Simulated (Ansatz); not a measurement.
Breaking a bond: W(Cl)5, Cl5W, SMILES [Cl][W]([Cl])([Cl])([Cl])[Cl], doublet. The W1–Cl6 bond (W1 also carries Cl, Cl, Cl, Cl; Cl6 carries nothing else) is varied alone, starting from the PBE0/def2-TZVP, def2 effective core potentials past Kr optimised geometry.

Computed with: UKS-PBE = unrestricted PBE/def2-TZVP, def2 effective core potentials past Kr in Ansatz (an electronic-structure program); UKS-B3LYP = unrestricted B3LYP/def2-TZVP, def2 effective core potentials past Kr in Ansatz; UKS-PBE0 = Ansatz with unrestricted PBE0/def2-TZVP, def2 effective core potentials past Kr.

Energies relative to the lowest point of each curve near equilibrium, in mEh; the last columns give the difference from UKS-PBE0:

| R / Å | UKS-PBE | UKS-B3LYP | UKS-PBE0 | UKS-PBE − UKS-PBE0 | UKS-B3LYP − UKS-PBE0 |
|---|---|---|---|---|---|
| 1.86 | 93.8 | 97.0 | 88.4 | 5.4 | 8.5 |
| 1.98 | 37.8 | 39.6 | 34.0 | 3.7 | 5.6 |
| 2.12 | 7.6 | 8.4 | 5.9 | 1.7 | 2.5 |
| 2.18 | 2.2 | 2.7 | 1.4 | 0.8 | 1.3 |
| 2.24 | 0.0 | 0.2 | 0.0 | 0.0 | 0.2 |
| 2.29 | 0.0 | 0.0 | 0.7 | -0.7 | -0.7 |
| 2.41 | 5.2 | 4.8 | 7.6 | -2.4 | -2.7 |
| 2.56 | 17.8 | 17.3 | 22.2 | -4.5 | -4.9 |
| 2.69 | 31.2 | 30.9 | 37.5 | -6.2 | -6.5 |
| 2.93 | 57.2 | 57.5 | 66.5 | -9.3 | -8.9 |
| 3.28 | 90.1 | 91.3 | 101.7 | -11.6 | -10.3 |
| 3.71 | 115.3 | 115.0 | 124.3 | -9.0 | -9.3 |
| 4.15 | 126.3 | 125.7 | 133.9 | -7.7 | -8.3 |
| 4.75 | 132.8 | 129.8 | 137.4 | -4.6 | -7.6 |
| 5.46 | 136.1 | 131.6 | 138.5 | -2.4 | -6.9 |
| 6.50 | 138.3 | 132.7 | 138.9 | -0.7 | -6.3 |

UKS-PBE is furthest from UKS-PBE0 at 3.28 (-11.6 mEh, below); its mean absolute difference over the points is 4.4 mEh.

UKS-B3LYP is furthest from UKS-PBE0 at 3.28 (-10.3 mEh, below); its mean absolute difference over the points is 5.7 mEh.

The unrestricted determinant behind UKS-PBE is spin-contaminated at 3.71 to 6.50 Å (<S²> up to 1.5, against 0.75 for a pure doublet). The unrestricted determinant behind UKS-B3LYP is spin-contaminated at 3.28 to 6.50 Å (<S²> up to 1.7, against 0.75 for a pure doublet). The unrestricted determinant behind UKS-PBE0 is spin-contaminated at 3.28 to 6.50 Å (<S²> up to 1.8, against 0.75 for a pure doublet).
